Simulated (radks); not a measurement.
The numbers below are computed, except where a source is named.
Initial-state core-level shifts of neutral magnesium when its valence configuration changes from [Ne] 3s2. Code: a radial shooting solver on a logarithmic mesh with Libxc functionals. Model: non-relativistic Kohn-Sham, BLYP, spin-polarised, spherical densities, point nucleus; open shells are filled with parallel spins first. Shifts are changes of the shell-averaged eigenvalues in eV (positive: less bound); the change of the density at the nucleus, which sets a Mossbauer isomer shift, is in e/bohr^3, on a base of 1098.

valence          1s      2s      2p  density at nucleus
3p2          -3.583  -3.528  -3.498             -3.1908
3s1 3p1      -1.727  -1.707  -1.691             -1.4443
3s1.5 3p0.5  -0.987  -0.970  -0.964             -0.6641
